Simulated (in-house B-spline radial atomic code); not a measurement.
In⁺. Computed with a B-spline radial atomic code. Model: all-electron spherical atom, spin shells full or empty, radial basis limit, no spin-orbit coupling, Breit or QED, empty-state partial waves extrapolated as (l+1/2)^-4, RPA, G0W0 and static COHSEX of the highest shell as one setting changes (uncorrelated shells keep exact exchange).

Empty levels are discrete states of a finite basis, so the steps are uneven.

Given: element In; charge 1; filled core Kr; hamiltonian one-electron scalar X2C; mean-field start PBE; highest l of empty states 9; nuclear rms radius 4.6156 fm; lowest nl shells left uncorrelated 0; highest mean-field shell 5s; box radius 23.78 bohr.

Shell: 4d 5 5, 5s 1 1 (electrons up and down).

```json
{"highest empty level kept (hartree)": "1.33", "RPA correlation energy (hartree)": "-0.33344", "G0W0 level (eV)": "-18.553", "G0W0 minus most complete (meV)": "611.6", "COHSEX level (eV)": "-19.806", "linearised minus solved G0W0 (meV)": "2.3"}
{"highest empty level kept (hartree)": "2.67", "RPA correlation energy (hartree)": "-0.59487", "G0W0 level (eV)": "-18.755", "G0W0 minus most complete (meV)": "409.5", "COHSEX level (eV)": "-20.173", "linearised minus solved G0W0 (meV)": "1.1"}
{"highest empty level kept (hartree)": "4.67", "RPA correlation energy (hartree)": "?", "G0W0 level (eV)": "?", "G0W0 minus most complete (meV)": "?", "COHSEX level (eV)": "?", "linearised minus solved G0W0 (meV)": "?"}
{"highest empty level kept (hartree)": "8", "RPA correlation energy (hartree)": "-1.0123", "G0W0 level (eV)": "-18.986", "G0W0 minus most complete (meV)": "179.3", "COHSEX level (eV)": "-20.718", "linearised minus solved G0W0 (meV)": "0.1"}
{"highest empty level kept (hartree)": "13.33", "RPA correlation energy (hartree)": "-1.2478", "G0W0 level (eV)": "-19.043", "G0W0 minus most complete (meV)": "121.5", "COHSEX level (eV)": "-20.855", "linearised minus solved G0W0 (meV)": "-0.2"}
{"highest empty level kept (hartree)": "24", "RPA correlation energy (hartree)": "-1.5638", "G0W0 level (eV)": "-19.096", "G0W0 minus most complete (meV)": "69.4", "COHSEX level (eV)": "-20.99", "linearised minus solved G0W0 (meV)": "-0.5"}
{"highest empty level kept (hartree)": "40", "RPA correlation energy (hartree)": "-1.919", "G0W0 level (eV)": "-19.124", "G0W0 minus most complete (meV)": "40.5", "COHSEX level (eV)": "-21.072", "linearised minus solved G0W0 (meV)": "-0.7"}
{"highest empty level kept (hartree)": "80", "RPA correlation energy (hartree)": "-2.4109", "G0W0 level (eV)": "-19.143", "G0W0 minus most complete (meV)": "21.6", "COHSEX level (eV)": "-21.131", "linearised minus solved G0W0 (meV)": "-0.8"}
{"highest empty level kept (hartree)": "160", "RPA correlation energy (hartree)": "?", "G0W0 level (eV)": "?", "G0W0 minus most complete (meV)": "?", "COHSEX level (eV)": "?", "linearised minus solved G0W0 (meV)": "?"}
{"highest empty level kept (hartree)": "333.33", "RPA correlation energy (hartree)": "-3.2173", "G0W0 level (eV)": "-19.16", "G0W0 minus most complete (meV)": "5.3", "COHSEX level (eV)": "-21.186", "linearised minus solved G0W0 (meV)": "-0.9"}
{"highest empty level kept (hartree)": "800", "RPA correlation energy (hartree)": "-3.4787", "G0W0 level (eV)": "-19.163", "G0W0 minus most complete (meV)": "1.8", "COHSEX level (eV)": "-21.197", "linearised minus solved G0W0 (meV)": "-1"}
{"highest empty level kept (hartree)": "2666.7", "RPA correlation energy (hartree)": "-3.6919", "G0W0 level (eV)": "-19.165", "G0W0 minus most complete (meV)": "0", "COHSEX level (eV)": "-21.203", "linearised minus solved G0W0 (meV)": "-1"}
```

**Question.** What follows for highest empty level kept = 4.67?

**Answer.** RPA correlation energy -0.80873 hartree; G0W0 level -18.88 eV; G0W0 minus most complete 285 meV; COHSEX level -20.468 eV; linearised minus solved G0W0 0.6 meV.

**Question.** What follows for highest empty level kept = 160?

**Answer.** RPA correlation energy -2.8509 hartree; G0W0 level -19.154 eV; G0W0 minus most complete 11.1 meV; COHSEX level -21.164 eV; linearised minus solved G0W0 -0.9 meV.
